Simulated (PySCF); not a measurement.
**Molecular orbitals of NaGa⁺**

UHF at R = 3.419 Å; Na cc-pVDZ, Ga cc-pVDZ-PP with ECP10; scalar-relativistic core potentials (PySCF 2.14). State: ²Σ⁺ (doublet), unpaired electrons σ ↑. Only the outer orbitals are listed, counted within each symmetry, core potentials removing the inner ones.

```csv
spin,orbital,occ.,ε (eV),on Na (%),main shells (%)
α,1δ,1,-36.62,0,100 Ga d
α,1δ,1,-36.62,0,100 Ga d
α,3π,1,-36.49,0,100 Ga d
α,3π,1,-36.49,0,100 Ga d
α,6σ,1,-36.46,0,100 Ga d
α,7σ,1,-17.19,5,95 Ga s
α,8σ,1,-10.67,33,"65 Ga p, 22 Na s, 9 Na p"
α,9σ,0,-3.71,91,"78 Na s, 12 Na p, 9 Ga p"
α,4π,0,-3.61,27,"73 Ga p, 25 Na p"
α,4π,0,-3.61,27,"73 Ga p, 25 Na p"
β,1δ,1,-36.62,0,100 Ga d
β,1δ,1,-36.62,0,100 Ga d
β,3π,1,-36.43,0,100 Ga d
β,3π,1,-36.43,0,100 Ga d
β,6σ,1,-36.37,0,100 Ga d
β,7σ,1,-15.76,1,98 Ga s
β,8σ,0,-3.97,86,"84 Na s, 13 Ga p"
β,4π,0,-3.30,25,"74 Ga p, 25 Na p"
β,4π,0,-3.30,25,"74 Ga p, 25 Na p"
```

Problem. Which are the highest filled and the lowest empty level, where do they sit, and how wide is the gap?

Solution. Highest filled α 8σ at -10.67 eV (in %: 65 Ga p, 22 Na s, 9 Na p); lowest empty β 8σ at -3.97 eV (in %: 84 Na s, 13 Ga p); the gap at UHF is 6.70 eV.

```
bond order (Mayer)                                                                                                 : 0.48
⟨S²⟩                                                                                                               : 0.766
charge on Na (Mulliken, basis-dependent)                                                                           : 0.61
charge on Na (Löwdin, basis-dependent)                                                                             : 0.58
dipole moment (positive dipole points towards Ga; it is taken about the centre of mass and depends on that origin) : -7.88 D
polarisability along the bond                                                                                      : 113.3 bohr³
polarisability across the bond                                                                                     : 43.4 bohr³
```

Spin–orbit coupling is left out. The state was picked by a PBE0 search and need not be the measured ground state.
